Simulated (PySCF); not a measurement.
## KIn: from constants to spectrum

RHF-CCSD(T) constants of KIn, ¹Σ⁺ (singlet), closed shell (PySCF, spin-free X2C with a Gaussian nucleus, basis sets K x2c-SVPall, In x2c-SVPall; masses 38.9637 and 114.9039 u):

- ωe: 94.9 cm⁻¹
- ωexe: 0.356 cm⁻¹
- Be: 0.039359 cm⁻¹
- αe: 0.000171 cm⁻¹
- De to K + In: 0.53 eV

(1) What force constant and bond length do these constants imply?

(2) Estimate the centrifugal constant D from the Kratzer relation and find the Dunham coefficient a1.

Correlated steps freeze 23 core orbitals. Correlated levels converge slowly with the basis: in double zeta they bind strong bonds too weakly, by up to about 1 eV, and carry superposition errors of some tenths. These are scalar-relativistic numbers at best; spin–orbit coupling would shift them, the dissociation energy most. Where the molecule has an RHF reference, its open-shell atoms are computed with UHF.

## Answers

(1) Reduced mass μred = 29.097 u; k = 5.8918×10⁻⁷·μred·ωe² (u, cm⁻¹, mdyn/Å) = 0.154 mdyn/Å; Re = √(16.8576/(μred·Be)) (u, cm⁻¹, Å) = 3.837 Å.

(2) D = 4Be³/ωe² = 2.71e-08 cm⁻¹; a1 = −1 − αeωe/(6Be²) = -2.75.
